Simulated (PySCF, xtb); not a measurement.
SeBr2, SMILES Br[Se]Br.

GFN2-xTB in xtb at its own geometry gives an orbital gap of 2.63 eV and a dipole moment of 3.68 D.

The structure is a stationary point at PBE0-D3(BJ)/def2-SVP.

### Question
What does PBE/def2-TZVPD (PySCF) give? (The exact figures need the calculation; the answer reports its results.)

### Answer
gap 1.80 eV (levels -5.74 and -3.94 eV), dipole 0.56 D.
